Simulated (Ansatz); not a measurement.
Stepwise reaction of `N[SiH2]N[SiH](N)Cl` with hydrogen, as a gas-phase model of exchange steps in deposition or etching. ΔE in kJ/mol.

Program: Ansatz. Geometries: PBE0-D4/def2-TZVP. ΔE: electronic, gas phase. CCSD(T)/CBS adds triple-zeta CCSD(T) − MP2 to the extrapolated MP2 energy (def2 sets, frozen cores). This one scheme is used for every species. Functionals use def2-TZVPP. B3LYP here is the variant with VWN-RPA as its local correlation; programs differ in this. One conformer a species, not always the lowest.

| step | reaction | PBE-D4 | B3LYP-D4 | ωB97M-V | CCSD(T)/CBS |
| --- | --- | --- | --- | --- | --- |
| 1 | `N[SiH2]N[SiH](N)Cl` + H₂ → `N[SiH](Cl)N[SiH3]` + NH₃ | 46.2 | 48.5 | 48.1 | 46.5 |
| 2 | `N[SiH](Cl)N[SiH3]` + H₂ → `[SiH3]N[SiH2]Cl` + NH₃ | 48.0 | 50.9 | 52.7 | 51.1 |

Question: By hand: ΔE of the 2 steps together at CCSD(T)/CBS.

Answer: (46.5) + (51.1) = 97.6 kJ/mol, or 48.8 kJ/mol a step.

In ΔE the steps differ by no more than 4.6 kJ/mol. All are uphill at CCSD(T)/CBS. PBE-D4 differs from CCSD(T)/CBS by -3.1 to -0.3 kJ/mol a step. Isolated molecules leave out the surface, adducts and barriers. Largest T1 diagnostic: 0.010.
